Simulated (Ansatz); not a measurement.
`[SH][SnH2][Cl]` + H–F → `[F][SnH2][SH]` + HCl at 400 K and 1 bar (ligand exchange at the Sn–Cl bond).

Isolated molecules relaxed with PBE0-D4/def2-TZVP in Ansatz; ΔE leaves out vibrations. CCSD(T)/CBS is the MP2 limit (def2-TZVPP, def2-QZVPP) plus CCSD(T) − MP2 in def2-TZVPP, frozen cores. This one scheme is used for every species. Elements past krypton have def2 core potentials. For Sn outer-core shells are correlated without core-valence functions, which leaves a few kJ/mol of doubt a bond. One conformer a species, not always the lowest.

```
         species  CCSD(T)/CBS energy (Eh)  H − E (kJ/mol)  S (J/(mol·K))
`[SH][SnH2][Cl]`              -1073.44145            90.2          360.8
             H–F               -100.39570            36.5          182.2
 `[F][SnH2][SH]`               -713.44162            91.1          348.0
             HCl               -460.38127            29.6          195.4
```

H − E and S are ideal-gas, rigid-rotor, harmonic terms from PBE0-D4/def2-TZVP, for one conformer and one mirror image of each species. 1 Eh = 2625.50 kJ/mol, R = 8.31446 J/(mol·K).

Task: By hand: ΔE, ΔH, ΔS and ΔG.

Result: ΔE = (-713.44162) + (-460.38127) − (-1073.44145) − (-100.39570) = 0.01426 Eh = 37.4 kJ/mol. Δ(H − E) = 91.1 + 29.6 − 90.2 − 36.5 = -6.0, so ΔH = 31.4 kJ/mol. ΔS = 348.0 + 195.4 − 360.8 − 182.2 = 0.4 J/(mol·K). ΔG = 31.4 − 400 × (0.4)/1000 = 31.2 kJ/mol.

Task: By hand: the equilibrium constant, and the temperature at which ΔG would vanish if ΔH and ΔS stayed fixed.

Result: log₁₀ K = −ΔG/(RT ln 10) = -4.1. ΔG = 0 at ΔH/ΔS = 78500 K, far beyond where these terms or the molecules hold.

The number of gas molecules stays the same, so ΔS is small and ΔH decides. A doubt of 5 kJ/mol in ΔE shifts log₁₀ K by 0.7 here. Other conformers and mirror images would add mixing entropy, several J/(mol·K) or more a flexible species. These are equilibria of isolated gas molecules and say nothing of rates. Largest T1 diagnostic: 0.013 (customary marks: 0.02 for closed shells, 0.045 for open ones).
